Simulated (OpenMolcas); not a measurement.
Au2+ (d9) among equal point charges was computed by CASSCF with the d shell active (OpenMolcas, ANO-RCC-VDZP on the metal). Its lowest spin-free states, and all those of the highest spin:

| 2S+1 | Degeneracy | E (cm-1) |
| --- | --- | --- |
| 2 | 3 | 0.0 |
| 2 | 2 | 2830 |

Question: Is the site octahedral, tetrahedral or cube-like, axial, or of lower symmetry?

Answer: The states with 2S+1 = 2 have orbital degeneracies 3, 2. Threefold states need a cubic site. For d9 at this spin an octahedron puts the twofold E below the threefold T2 and a tetrahedron or cube puts the threefold T2 below the twofold E, so the site is a tetrahedron or a cube, which this pattern cannot tell apart. The first gap at this spin, 2830 cm-1, is |10Dq| in ligand-field theory. The run had Au2+ among 4 point charges of -2.5 e arranged as a tetrahedron (Td), 2.14 Å from the ion.

An orbital triplet at a regular site is open to Jahn-Teller coupling, which can distort the site and quench the lowest spin-orbit gaps and is left out. The ground term spreads over less than 5000 cm-1, several times less than with real ligands, so orbital moments are less quenched and χT lies further from the spin-only value than at real sites. Point charges carry no covalency, so the field is a model and not that of real ligands. No measured value stands beside these numbers.
